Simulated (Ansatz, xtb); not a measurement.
Breaking the Al1–H2 bond in CH6AlN (SMILES [CH3][AlH][NH2]) (multiplicity 1 held, fragments rigid). Energies count from the point at 1.581 Å.
Geometry at that point (charge 0, multiplicity 1):
```xyz
9

Al    -0.2745    -0.2812    -0.3303
H     -1.1231    -1.1223    -1.3657
C      0.1400     1.6144    -0.5556
H      0.6936     1.7892    -1.4830
H      0.7370     2.0150     0.2668
H     -0.7739     2.2122    -0.6237
N      0.3128    -1.1502     1.1003
H      0.8635    -0.7469     1.8423
H      0.1416    -2.1260     1.2883
```

U- levels take the lowest unrestricted solution at each point, which mixes spins at long bonds. Active spaces are followed from a long bond inwards. Curves can end on different states.

Correlated levels freeze the cores.

Codes used: Ansatz (a quantum-chemistry and plane-wave program); xtb for the GFN methods. Values without a source in brackets are computed. The GFN methods have no spin term and hold the electronic entropy of 300 K.

Energies in kcal/mol.

```tsv
R (Å)	GFN2-xTB	U-SCS-MP2/cc-pV(D+d)Z	SC-NEVPT2 on CASSCF(2,2)/cc-pV(D+d)Z	FIC-MRCISD+Q on CASSCF(2,2)/cc-pV(D+d)Z
1.265	18.9	25.0	25.5	25.0
1.423	2.1	5.0	5.5	5.1
1.581	0.0	0.0	0.0	0.0
1.739	3.6	3.2	2.4	3.0
1.897	9.2	10.7	9.0	10.2
2.134	19.6	25.6	22.1	24.2
2.372	31.1	42.7	35.8	38.6
2.767	50.3	70.6	55.3	58.8
3.162	67.7	80.3	68.6	72.6
3.636	83.8	84.1	77.2	81.4
4.269	96.5	85.4	81.2	85.4
5.059	102.6	85.7	82.2	86.5
```

Doubts at one or more of the structures used: a spin-contaminated determinant (U-SCS-MP2/cc-pV(D+d)Z).
